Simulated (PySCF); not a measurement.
**Electronic structure of Nb (niobium, neutral) at the UHF level**

Configuration: [Kr] 4d4 5s1, high-spin 6D determinant. Calculation: PySCF 2.14, in aug-cc-pVDZ-PP with ECP28MDF (5s5p4d2f, 54 functions); scalar relativity through the core potential.

```
Total energy                                                  : -56.147420 hartree
One-electron energy                                           : -96.1365 hartree
Hartree (Coulomb) energy                                      : 46.3788 hartree
Exchange energy                                               : -6.3898 hartree
⟨S²⟩                                                          : 8.7541
⟨L²⟩                                                          : 6.022
Sum of ⟨r⟩                                                    : 22.69 bohr
Sum of ⟨r²⟩                                                   : 54.06 bohr²
Traceless quadrupole moment −½Σ⟨3z² − r²⟩ along its main axis : -1.44 e·bohr²
Time after the integrals                                      : 0.4 s of wall time on 1 thread of Neoverse-N1 (shared host)
```

```json
{"shell": "4s α", "electrons": "1", "mean orbital energy (eV)": "-74.348", "spread (eV)": "0", "rms radius, mean of both spins (bohr)": "1.25"}
{"shell": "4s β", "electrons": "1", "mean orbital energy (eV)": "-69.835", "spread (eV)": "0", "rms radius, mean of both spins (bohr)": "1.25"}
{"shell": "4p α", "electrons": "3", "mean orbital energy (eV)": "-45.960", "spread (eV)": "0.690", "rms radius, mean of both spins (bohr)": "1.41"}
{"shell": "4p β", "electrons": "3", "mean orbital energy (eV)": "-39.945", "spread (eV)": "1.192", "rms radius, mean of both spins (bohr)": "1.41"}
{"shell": "4d α", "electrons": "4", "mean orbital energy (eV)": "-7.889", "spread (eV)": "1.079", "rms radius, mean of both spins (bohr)": "2.35"}
{"shell": "5s α", "electrons": "1", "mean orbital energy (eV)": "-6.237", "spread (eV)": "0", "rms radius, mean of both spins (bohr)": "4.11"}
```

Energies and moments cover only the electrons outside the core potential.
